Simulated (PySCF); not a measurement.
## Electronic structure of Tc (technetium, neutral) at the UHF level

Configuration: [Kr] 4d5 5s1 6s1, high-spin 8S determinant (an excited configuration). Calculation: PySCF 2.14, in aug-cc-pwCVDZ-PP with ECP28MDF (6s6p5d3f, 70 functions); a scalar-relativistic core potential.

```
Total energy             : -79.728556 hartree
One-electron energy      : -135.5377 hartree
Hartree (Coulomb) energy : 64.0620 hartree
Exchange energy          : -8.2529 hartree
⟨S²⟩                     : 15.7513
⟨L²⟩                     : 0.000
Sum of ⟨r⟩               : 29.45 bohr
Sum of ⟨r²⟩              : 123.1 bohr²
```

```csv
shell,electrons,mean orbital energy (hartree),"rms radius, mean of both spins (bohr)"
4s α,1,-3.58865,1.14
4s β,1,-3.28792,1.14
4p α,3,-2.39661,1.27
4p β,3,-2.01788,1.27
4d α,5,-0.66125,1.79
5s α,1,-0.40972,3.27
6s α,1,-0.08352,9.18
```

Energies and moments cover only the electrons outside the core potential. The outer electron is Rydberg-like, and this basis confines it to a smaller radius and binds it less than a complete one would.
